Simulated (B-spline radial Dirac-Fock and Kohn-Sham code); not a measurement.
# Atomic indium: differential elastic cross section for positrons at 276 eV

These are calculated numbers from a B-spline atomic structure program; the model is relativistic (Dirac) partial waves in the static field of the Dirac-Fock atom, without polarisation or absorption potentials. Below a few hundred eV the neglected polarisation potential matters, most of all at small angles.

The run's input, task.json:

```json
{"items": [{
  "Z": 49,
  "q": 0,
  "cfg": [[1, 0, 2], [2, 0, 2], [2, 1, 6], [3, 0, 2], [3, 1, 6], [3, 2, 10], [4, 0, 2], [4, 1, 6], [4, 2, 10], [5, 0, 2], [5, 1, 1]],
  "A": 115,
  "rrms": 4.6156,
  "do": "elastic",
  "energies": [[276.0, 1]],
  "theta": [0, 1, 2, 3, 5, 7, 10, 15, 20, 25, 30, 40, 50, 60, 70, 80, 90, 100, 110, 120, 130, 140, 150, 160, 170, 180]
}]}
```

Run with: `python xray2_run.py task.json out`

```
θ (°)  dσ/dΩ (a₀²/sr)
    0            97.6
    1            96.3
    2            92.3
    3            86.3
    5            70.3
    7            53.1
   10            32.1
   15            13.2
   20            6.10
   25            3.27
   30            1.98
   40           0.925
   50           0.539
   60           0.355
   70           0.251
   80           0.188
   90           0.147
  100           0.119
  110          0.0999
  120          0.0861
  130          0.0762
  140          0.0690
  150          0.0640
  160          0.0607
  170          0.0588
  180          0.0582
```

The total elastic cross section is 13.9 a₀², the first transport cross section 2.09 a₀² and the second, weighted with (3/2) sin²θ, 3.65 a₀². The mean deflection is ⟨1 − cos θ⟩ = 0.150, and 4.1 % of the collisions scatter beyond 90°.
